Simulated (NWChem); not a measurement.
# Correlation energy of In

```
In
```
Charge 0, spin multiplicity 2.

Everything below was run with NWChem.

Basis set: def2-TZVP. Each correlation energy counts from its own Hartree-Fock reference.

```csv
method,correlation energy (mHa)
UMP2,-248.4
SCS-UMP2,-223.2
CCSD on UHF,-246.0
CCSD[T] on UHF,-253.0
CCSD(T) on UHF,-252.3
CCSD on ROHF,-248.8
CCSD[T] on ROHF,-256.0
CCSD(T) on ROHF,-255.2
```

The values span 32.8 mHa, from CCSD[T] on ROHF (lowest) to SCS-UMP2 (highest). 

Effective core potentials replace the inner electrons of In; spin-orbit coupling is left out. The correlated methods keep 4 core orbitals frozen. No SCF solution was tested for a lower state. Open-shell Hartree-Fock references start from PBE0 orbitals. Coupled-cluster values serve here as a point of comparison, not as the truth.
